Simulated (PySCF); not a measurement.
The scaffold ethynyl-X carries different groups X. Isolated molecules, 0 K electronic values unless said otherwise. One relaxed conformer stands for each flexible species; it need not be the lowest. Strings in code marks are SMILES.

The numbers are results of ωB97X-D3(BJ)/def2-TZVP // B3LYP-D3(BJ)/def2-TZVP (PySCF), not measurements. All candidates: neutral, multiplicity 1. Delta-SCF ions had no search for a lower state. Excitations are Tamm–Dancoff values on a coarser integration grid. The basis has no diffuse functions, so Rydberg states are missing or too high.

| Quantity | Result |
|---|---|
| S1 excitation (TDA) | 6.36 eV |
| HOMO | -9.57 eV |
| vertical ionisation energy (Delta-SCF) | 9.52 eV |

Task: Say which member has these values.
(A) `BC#C`
(B) `C#CC1CC1`
(C) `C#CN`
(D) `C#CC(N)=O`

Result: B, `C#CC1CC1`. The others give `C#CC(N)=O`: 5.16 eV, -10.42 eV, 10.29 eV; `C#CN`: 5.81 eV, -8.94 eV, 9.14 eV; `BC#C`: 4.08 eV, -10.52 eV, 10.66 eV
